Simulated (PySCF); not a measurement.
**Finite-field polarisability of Se (selenium, neutral)**

[Ar] 3d10 4s2 4p4, high-spin 3P determinant. All numbers are calculated (PySCF 2.14, a scalar-relativistic core potential, in aug-cc-pwCVTZ-PP with ECP10MDF (8s7p6d4f1g, 96 functions)). Frozen: 3s2 3p6 3d10. Energy changes in a uniform field (μhartree):

```
axis  F (au)        HF       MP2      CCSD   CCSD(T)
   x  0.0029   -98.283  -100.021   -99.831  -100.311
   x  0.0058  -393.264  -400.235  -399.479  -401.400
   y  0.0027  -103.162  -106.150  -105.819  -106.699
   y  0.0054  -412.969  -424.964  -423.637  -427.175
```

By symmetry the remaining axis equals x.

Task: Derive α along x at CCSD(T) from the two fields.

Result: With ΔE = −αF²/2 − γF⁴/24, α = −(16 ΔE(F) − ΔE(2F))/(6F²) = 23.85 bohr³.

Task: And the mean polarisability at each level?

Result: The components xx, yy, zz at CCSD(T) are 23.85, 29.26, 23.85, the third axis being equal by symmetry to one of the two computed. Means: HF 25.01, MP2 25.56, CCSD 25.50, CCSD(T) 25.66 bohr³. Reference: 28.9 ± 1 bohr³ (recommended; Schwerdtfeger and Nagle, table of static dipole polarizabilities (2023 update)).

CCSD(T) lies more than 5 % below the reference, which points to too few diffuse and polarisation functions.
